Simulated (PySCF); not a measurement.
ZrIH3, SMILES [ZrH3][I], multiplicity 1. Coordinates come from a B3LYP-D3(BJ)/def2-TZVP optimisation. The multiplicity is an assumed one; no other spin state was optimised. The structure was generated by enumeration; whether it is a known compound was not checked. The def2 effective core potentials stand for the cores of I, Zr; spin–orbit coupling is left out.

Level of theory: B3LYP-D3(BJ)/def2-TZVP (PySCF 2.14.0).

Harmonic wavenumbers (cm⁻¹): 221, 315, 315, 551, 604, 604, 1693, 1693, 1735. Rotational constants (GHz): 55.32, 1.242, 1.242; symmetry number 3.

Task: Work out the zero-point energy and the ideal-gas rigid-rotor harmonic-oscillator thermochemistry at 298.15 K and 1 atm.

Result: ZPE = ½ Σ hcν = ½ × 7730 cm⁻¹ = 46.23 kJ/mol. H − E(el) = 60.99 kJ/mol. Entropy in J/(mol K): translation 176.08, rotation 98.54, vibration 25.40, total 300.01. G − E(el) = -28.46 kJ/mol. Cp = 68.37 J/(mol K).
